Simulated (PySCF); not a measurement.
Isomers of C7H12NP, one conformer each; single-point electronic energies without zero-point terms and without any empirical dispersion term.

Level: PBE0/pcSseg-1 in PySCF, non-relativistic, each on one gas-phase PBE0-D3(BJ)/def2-SVP geometry that isn't relaxed in the solvent. The solvent is an IEF-PCM continuum (cavity from Bondi-type radii × 1.2). The model holds no explicit solvent molecules, cavitation or dispersion.

| isomer | relative energy, gas (kcal/mol) | dipole (D) |
| --- | --- | --- |
| `CCC1=CN(CC)C=P1` | 0.0 | 3.82 |
| `C=CCP(C)CCC#N` | 25.7 | 4.12 |

Q: How do the relative energies look in chloroform (ε = 4.711)?

A: 
```csv
isomer,"relative energy, solvent (kcal/mol)",E(solvent) − E(gas) (kcal/mol),dipole in solvent (D)
`CCC1=CN(CC)C=P1`,0.0,-4.0,4.89
`C=CCP(C)CCC#N`,23.1,-6.6,4.86
```

The order is unchanged. Conformers: `[CH3:1][CH2:2][c:3]1[cH:4][n:5]([CH2:6][CH3:7])[cH:8][p:9]1` with C1–C2–C3–C4 -108°, C4–N5–C6–C7 86°; `[CH2:1]=[CH:2][CH2:3][P:4]([CH3:5])[CH2:6][CH2:7][C:8]#[N:9]` with C1–C2–C3–P4 -113°, C2–C3–P4–C5 176°, C3–P4–C6–C7 -177°, P4–C6–C7–C8 180°. `C=CCP(C)CCC#N` gains most from the continuum, and it has the largest gas-phase dipole. The gains span 2.6 kcal/mol, the gas-phase energies 25.7 kcal/mol.
